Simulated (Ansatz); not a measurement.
# Relative stability

The two ends of one reaction step of GeH$_{4}$F, doublet (PBE0-D4/def2-TZVP).

A:

```xyz
6
angstrom
F -1.3493 -0.6212 -2.2641
Ge 0.4020 0.1850 0.6744
H -0.8842 -0.4083 -1.4871
H 0.1484 1.6787 0.9160
H 1.8761 -0.1293 0.3875
H -0.1930 -0.7049 1.7734
```

B:

```tsv
atom	x (Å)	y (Å)	z (Å)
F1	-1.2100	-0.0750	-0.7069
Ge2	-0.1448	0.2508	0.6325
H3	1.0029	-1.1690	-2.8123
H4	-0.2879	1.7460	0.9401
H5	1.2658	-0.1183	0.1587
H6	-0.6260	-0.6345	1.7881
```

Program: Ansatz 0.2.0. Basis: def2-TZVPP. Cores are frozen in the correlated methods; orbitals are unrestricted. Filled d shells of the heavier atoms are correlated. The def2 sets are not built for correlating such inner shells, so the correlated values are less sure here. B3LYP uses VWN-RPA correlation.

Q: Which structure is lower at CCSD(T), and by how much? (Judge from chemistry; the value comes from the calculation.)

A: The calculation gives: A, by 0.560 eV (electronic energy, against the other). By their contacts, A is a complex of GeH₃ + HF and B is a complex of GeH₃F ([F][GeH3]) + H.

All methods give the same order:

```tsv
method	E(B) − E(A) (eV)
SPW92	0.707
PBE-D4	0.617
BLYP-D4	0.646
r2SCAN-D4	0.596
B97M-V	0.436
PBE0-D4	0.602
B3LYP-D4	0.643
r2SCAN0-D4	0.631
BHLYP-D4	0.565
CAM-B3LYP-D4	0.564
wB97X-V	0.440
wB97M-V	0.556
B2PLYP	0.549
PBE-QIDH	0.511
RPA on PBE	0.543
HF	0.228
MP2	0.421
CCSD	0.580
CCSD(T)	0.560
```

No T1 diagnostic of these runs exceeds 0.012. ⟨S²⟩ of the unrestricted Hartree–Fock references: 0.75 to 0.76 (a pure state has 0.75).

Labels in which every atom is bracketed show which atoms are joined, not bond orders.

For scale, one of the runs: CCSD(T)/def2-TZVPP, 135 basis functions, launched by `ansatz run in.yaml --threads 2 --pin off --events-out ev --progress --plain --max-ram 4352MiB`. The run took 66 s on 2 CPU threads of an Arm Neoverse V1 (shared host), with 1.7 GiB of host memory at its peak.
